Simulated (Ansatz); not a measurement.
F₃H₄InOSi (`[F][In-]([F])([F])[OH+][SiH3]`), relaxed with RKS PBE0-D4/def2-TZVP in the Gaussian-basis code of Ansatz from a PBE-D4/def2-SVP geometry. The force threshold is 0.005 eV/Å; the program also tests the step.

The species carries charge 0 and has multiplicity 1. In: def2 effective core potential.

Start:

```xyz
10

F    -1.386    1.332    2.603
In   -1.204   -0.226    1.419
F     0.620   -1.058    1.256
F    -2.761   -1.326    0.940
O    -0.405    0.546   -0.524
Si    1.198   -0.034   -0.968
H    -0.851    1.113   -1.179
H     2.237    0.487   -0.036
H     1.353    0.670   -2.295
H     1.200   -1.503   -1.217
```

```csv
step,energy (eV),largest force (eV/Å),largest move (Å)
1,-23309.6977,0.773,0.000
2,-23309.7784,0.337,0.046
3,-23309.7869,0.168,0.035
4,-23309.7924,0.074,0.040
5,-23309.7982,0.076,0.086
6,-23309.7996,0.039,0.065
7 (rejected),-23309.7988,0.205,0.029
8,-23309.8000,0.012,0.014
9,-23309.8000,0.005,0.004
10 (rejected),-23309.8000,0.015,0.003
11,-23309.8000,0.001,0.001
```

End:

```xyz
10

F    -1.399    1.341    2.495
In   -1.163   -0.254    1.429
F     0.571   -1.159    1.449
F    -2.736   -1.249    0.905
O    -0.357    0.492   -0.499
Si    1.196    0.007   -1.035
H    -0.850    1.068   -1.089
H     2.206    0.489   -0.078
H     1.327    0.716   -2.334
H     1.204   -1.451   -1.241
```

Run time 61 s (4 threads of an Arm Neoverse V2 on a shared host); peak host memory 0.75 GiB.
